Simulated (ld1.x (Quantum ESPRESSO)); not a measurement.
The numbers below are computed, except where a source is named.
# Potentials for germanium (Ge) compared

Generated with ld1.x 7.5 (TM, RRKJ, ultrasoft, PAW), atompaw 4.2 or ONCVPSP 4.0.1. The cutoff is in Ry: for ld1.x and atompaw files where the sum of valence levels is converged to 10 mRy in a Bessel basis, for ONCV files where the hardest occupied wave has 1 mHa per electron of residual kinetic energy. The error is the largest all-electron minus pseudo excitation energy over each file’s own four to seven test configurations (ionisations up to +4, promotions, holes and added fractions of an electron), all of which were solved. The labels leave out finer settings (local radius, basis sizes, second energies), which also bear on the numbers. Spin-polarised tests are not counted. The rows are a selection from randomly drawn settings: files with unsolved tests, undetermined cutoffs or missed reference levels are left out.

A true bound ghost makes a file unfit for plane-wave use even where its test errors are small: the radial tests pick states by their node count and pass the ghost by.

```csv
potential,cutoff (Ry),largest error (meV),bound ghosts
"RRKJ, PBE, scalar-relativistic, rc 1.55/2.05/0.85 (spd), local s, core correction no, reference 3d10 4s1.75 4p2.25",260,-849,none
"TM, PBEsol, scalar-relativistic, rc 1.40/1.85/1.60 (spd), local smoothed, core correction no, reference 4s1 4p0",35,+365,none
```

Task: Fill in the row for Ge: PAW, PBEsol, scalar-relativistic, rc 2.05/2.30/1.85 (spd), local smoothed, core correction yes, reference 4s2 4p2.

Result: cutoff 8 Ry, largest error -345 meV, bound ghosts: none.

Task: Fill in the row for Ge: ultrasoft, LDA (PZ), scalar-relativistic, rc 1.65/1.85/1.00 (spd), local smoothed, core correction yes, reference 3d10 4s2 4p1.

Result: cutoff 160 Ry, largest error -200 meV, bound ghosts: none.

Task: Fill in the row for Ge: TM, PBEsol, scalar-relativistic, rc 1.20/2.15/0.85 (spd), local d, core correction yes, reference 3d10 4s1 4p3.

Result: cutoff 300 Ry, largest error -139 meV, bound ghosts: s, p.
